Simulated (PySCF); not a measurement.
**Gas-phase thermal properties of PbI4**

Method: PySCF energies plus ideal-gas RRHO corrections (1 bar). 'Table' is the NASA 1993 thermochemical table (part measured, part estimated). All species are closed-shell singlets. I, Pb: scalar-relativistic def2 core potential, no spin-orbit coupling. The harmonic model lacks anharmonicity and excited electronic states, which grow with temperature; levels with a mode under 35 cm⁻¹ are left out. Soft modes under 120 cm⁻¹ make the harmonic entropy rough for PbI4. The table's entry may be an old estimate for PbI4 (not checked at source).

```csv
level,point group,σ,ZPE (kJ/mol),S°298 (J/mol/K),Cp298 (J/mol/K),S°1000 (J/mol/K),H1000 − H298 (kJ/mol)
table,-,-,-,466.3,106.3,596.2,75.5
PBE0/def2-TZVP,Td,12,5.4,462.6,106.1,592.5,75.4
```
σ: rotational symmetry number. Electronic degeneracy used: 1. Frequencies are unscaled.
